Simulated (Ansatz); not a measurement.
Reaction (redistribution): `N[Si](N)(O)O` + `N[SiH2]CBCl` → `N[SiH2][Si](N)(O)O` + `NCBCl`

Calculated with Ansatz (gas phase, PBE0-D4/def2-TZVP geometries, no zero-point term in ΔE). CCSD(T)/CBS adds triple-zeta CCSD(T) − MP2 to the extrapolated MP2 energy (def2 sets, frozen cores). Functionals use def2-TZVPP. Each species was taken in one conformer, which may not be the lowest.

(1) Is it downhill or uphill in electronic energy at CCSD(T)/CBS, and by how much? (An estimate is asked.)

(2) What do these levels give: PBE-D4, r2SCAN-D4, PBE0-D4, ωB97M-V, B2PLYP, PBE, HF/def2-TZVPP, MP2/def2-TZVPP, SCS-MP2/def2-TZVPP, MP2/def2-QZVPP, MP2/CBS(def2), CCSD/CBS(def2)? (Estimate.)

Largest T1 diagnostic among the species: 0.012.

## Answers

(1) Computed: Uphill: ΔE = +2.01 eV.

(2) Computed: PBE-D4 1.73, r2SCAN-D4 1.98, PBE0-D4 1.85, ωB97M-V 2.04, B2PLYP 1.99, PBE 1.72, HF/def2-TZVPP 2.08, MP2/def2-TZVPP 2.12, SCS-MP2/def2-TZVPP 2.06, MP2/def2-QZVPP 2.13, MP2/CBS(def2) 2.14, CCSD/CBS(def2) 2.03 eV.

From PBE to PBE0 (25 % exact exchange), in def2-TZVPP and without D4, ΔE moves by +0.13 eV.
